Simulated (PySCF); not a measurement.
Electric properties by functional and basis

Species: C2H10Si2.
Z-matrix (Å and degrees, PBE0-D3(BJ)/def2-SVP geometry), rows numbered from 1:
```
C 
C   1  1.5253
Si  2  1.8931  1  114.25
Si  3  2.3479  2  110.83  1   -58.89
H   1  1.1017  2  111.65  3   -58.29
H   1  1.1013  2  111.61  3  -178.46
H   1  1.1020  2  111.70  3    61.54
H   2  1.1038  1  110.72  3   121.62
H   2  1.1039  1  110.63  3  -121.39
H   3  1.4980  2  110.36  1  -179.82
H   3  1.4995  2  110.26  1    61.11
H   4  1.4978  3  110.19  2   -53.60
H   4  1.4971  3  110.84  2    65.94
H   4  1.4964  3  111.09  2  -173.73
```

PySCF, dipoles from the SCF density, polarisabilities from static response with core orbitals frozen. The structure is a single PBE0-D3(BJ)/def2-SVP conformer in the gas phase; no vibrational or solvent corrections.

The anisotropy is √(½[(α1 − α2)² + (α2 − α3)² + (α3 − α1)²]).

```json
{"level": "LDA/def2-SVPD", "μ (D)": "1.035", "α (au)": "91.26", "anisotropy (au)": "22.38"}
{"level": "PBE/def2-SVPD", "μ (D)": "1.043", "α (au)": "88.91", "anisotropy (au)": "21.52"}
{"level": "B3LYP/def2-SVPD", "μ (D)": "0.997", "α (au)": "86.20", "anisotropy (au)": "19.65"}
{"level": "PBE0/def2-SVPD", "μ (D)": "1.014", "α (au)": "85.79", "anisotropy (au)": "19.68"}
{"level": "BHandHLYP/def2-SVPD", "μ (D)": "0.964", "α (au)": "83.09", "anisotropy (au)": "17.85"}
{"level": "CAM-B3LYP/def2-SVPD", "μ (D)": "0.965", "α (au)": "84.89", "anisotropy (au)": "18.50"}
{"level": "wB97X-D/def2-SVPD", "μ (D)": "0.994", "α (au)": "84.88", "anisotropy (au)": "18.61"}
{"level": "LC-wPBE/def2-SVPD", "μ (D)": "0.971", "α (au)": "82.95", "anisotropy (au)": "17.61"}
{"level": "HF/def2-SVPD", "μ (D)": "0.965", "α (au)": "79.66", "anisotropy (au)": "15.49"}
{"level": "PBE0/6-31G*", "μ (D)": "1.062", "α (au)": "71.09", "anisotropy (au)": "18.79"}
{"level": "PBE0/6-31+G*", "μ (D)": "1.027", "α (au)": "78.42", "anisotropy (au)": "17.55"}
{"level": "PBE0/def2-SVP", "μ (D)": "1.028", "α (au)": "76.24", "anisotropy (au)": "16.21"}
{"level": "PBE0/aug-cc-pVDZ", "μ (D)": "1.025", "α (au)": "87.55", "anisotropy (au)": "19.93"}
{"level": "PBE0/def2-TZVP", "μ (D)": "1.044", "α (au)": "83.27", "anisotropy (au)": "19.20"}
{"level": "PBE0/def2-TZVPD", "μ (D)": "1.035", "α (au)": "86.95", "anisotropy (au)": "19.98"}
```

The dipole runs from 0.96 D (BHandHLYP/def2-SVPD) to 1.06 D (PBE0/6-31G*). No reference polarisability is at hand; against PBE0 in the largest diffuse basis at hand (def2-TZVPD) the other PBE0 rows deviate by 6-31G* -18%, 6-31+G* -10%, def2-SVP -12%, def2-SVPD -1%, aug-cc-pVDZ +1%, def2-TZVP -4%. In one basis (def2-SVPD) the functionals order the polarisability from HF (lowest) to LDA (highest), a spread of 15%. With PBE0 the polarisability is 76.87 au without diffuse functions (mean of 6-31G*, def2-SVP and def2-TZVP) and 84.67 au with them (mean of 6-31+G*, def2-SVPD, aug-cc-pVDZ and def2-TZVPD).

Without π bonds the low states are Rydberg-like; a valence basis with one diffuse set may place them up to an eV too high.
